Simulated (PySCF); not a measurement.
Species: C5H7FN (doublet state).
Geometry (GFN2-xTB, Å), atoms numbered from 1 in this order:
```
atom  x, y, z in Å
C1     3.0868   -0.0753    1.0666
C2     2.0145    0.2170    0.2947
F3     2.2499    1.0034   -0.8133
N4     0.7943   -0.1987    0.5394
C5    -0.2411    0.1074   -0.2427
C6    -1.4844   -0.3527    0.0616
C7    -2.6928   -0.0676   -0.7409
H8     4.0620    0.2952    0.8135
H9     2.9593   -0.6835    1.9396
H10   -0.1023    0.7280   -1.1308
H11   -1.5999   -0.9647    0.9443
H12   -3.1449   -0.9998   -1.0840
H13   -3.4411    0.4375   -0.1275
H14   -2.4609    0.5535   -1.6025
```

The hyperfine couplings belong to this conformer and change with its torsions.

As a line formula: `C=C(F)/N=C/[CH]C` [radical].

Method used: PySCF, UKS B3LYP, pcH-1 on C F H N, non-relativistic, mean-field spin-orbit, GIAO. Geometry: GFN2-xTB, one conformer, isolated molecule. A GFN2-xTB geometry isn't a minimum of the functional, and hyperfine couplings can be far from their values at a DFT geometry. Stability of the SCF solution: not tested. ⟨S²⟩ is 0.792 where a pure state has 0.75.

(1) Give the principal g shifts and their parts.

(2) At 9.771 GHz, how far is the centre of the isotropic spectrum from where a free electron (g = 2.002319) resonates?

(3) What effective moment and Curie constant follow for a powder?

(4) Average each term over the three axes. Which is largest in size?

(5) In a frozen sample, at which fields do the three g values resonate at 9.5, 34, 94 and 263 GHz (hyperfine left aside), and which band first spreads them over more than twice a line width of 0.3 mT?

Answers

(1) 
| Δg (ppm) | 1 | 2 | 3 |
| --- | --- | --- | --- |
| relativistic mass correction | -162 | -162 | -162 |
| gauge correction | -8 | 29 | 36 |
| orbital Zeeman/spin–orbit | 3 | 870 | 2068 |
| total | -167 | 737 | 1942 |

So g = 2.00215, 2.00306, 2.00426 and g_iso = 2.00316; the tensor is rhombic: the two nearest values differ by 43 % of g3 − g1. Axes: g2 points within 1° of the C6–H11 bond.

(2) B = hν/(g μB) with μB/h = 13.99624 MHz/mT gives 348.65 mT for the free electron and 348.51 mT at g_iso, 0.15 mT lower.

(3) With the mean of g² = 4.0126 and S(S+1) = 0.75: μ_eff = √(⟨g²⟩S(S+1)) = 1.735 μB and χT = 0.12505·⟨g²⟩·S(S+1) = 0.376 cm³ K/mol (cgs; spin-Hamiltonian part alone).

(4) The orbital-Zeeman/spin–orbit term 981, the mass correction -162 and the gauge correction 19 ppm, for a total of 837 ppm. The orbital-Zeeman/spin–orbit term is the largest in size. The mass correction is the same along every axis, so the anisotropy comes from the other two: their spans along these axes are 44 (gauge) and 2065 ppm (orbital Zeeman/spin–orbit).

(5) 
| band | GHz | B(g3) mT | B(g2) mT | B(g1) mT | spread mT |
| --- | --- | --- | --- | --- | --- |
| X | 9.5 | 338.66 | 338.86 | 339.01 | 0.36 |
| Q | 34.0 | 1212.03 | 1212.76 | 1213.31 | 1.28 |
| W | 94.0 | 3350.90 | 3352.92 | 3354.43 | 3.53 |
| J | 263.0 | 9375.40 | 9381.04 | 9385.28 | 9.87 |

The spread grows in proportion to the frequency. Q band is the first where it exceeds 0.6 mT.

The largest Mulliken spin populations are on C1 (+0.56), C6 (+0.48), N4 (+0.38) and C2 (-0.19). Three atoms exceed +0.15. The positive populations add up to 1.48 and the negative ones to -0.48, together 2S = 1. The angles at C1 add up to 360.0°, so it is planar.

The HOMO–LUMO gaps are 5.56 eV among the α and 3.92 eV among the β orbitals.
